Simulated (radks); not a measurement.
Neutral lithium inside a hard spherical wall (all orbitals vanish at R), configuration held at [He] 2s1 and not refilled when levels cross. Calculated with a radial shooting solver on a logarithmic mesh with Libxc functionals: non-relativistic Kohn-Sham, r2SCAN, spin-polarised, spherical densities, point nucleus; open shells are filled with parallel spins first; meta-GGA in the generalised Kohn-Sham scheme. Eigenvalues in eV for spin up, with the zero of energy where the potential of the charges vanishes at infinity; a dash marks a level that is unbound or too diffuse for the functional's potential to be trusted. A positive occupied level is held by the wall or, in an anion where self-interaction has pushed it up, behind a barrier. The pressure on the wall is -dE/dV.

| R (bohr) | E (hartree) | kinetic (hartree) | e(1s) | e(2s) | e(2p, empty) | e(3s, empty) | pressure (GPa) |
|---|---|---|---|---|---|---|---|
| free | -7.47986 | 7.440 | -53.282 | -3.265 | -1.206 | - | 0 |
| 20 | -7.47986 | 7.440 | -53.282 | -3.265 | -1.205 | 0.432 | < 0.0001 |
| 10 | -7.47873 | 7.449 | -53.139 | -3.184 | -1.018 | 2.703 | 0.0239 |
| 8 | -7.47326 | 7.479 | -52.733 | -2.905 | -0.547 | 5.640 | 0.208 |
| 7 | -7.46432 | 7.516 | -52.283 | -2.527 | 0.003 | 8.600 | 0.632 |
| 6 | -7.44348 | 7.588 | -51.540 | -1.746 | 1.008 | 13.678 | 2.02 |
| 3.5 | -7.12376 | 8.360 | -46.761 | 8.294 | 10.524 | 59.128 | 70.1 |
| 2.5 | -6.36845 | 9.865 | -41.324 | 30.312 | 26.600 | 134.79 | 532 |
| 1.5 | -2.31341 | 16.941 | -21.437 | 137.76 | 91.385 | 433.41 | 10200 |
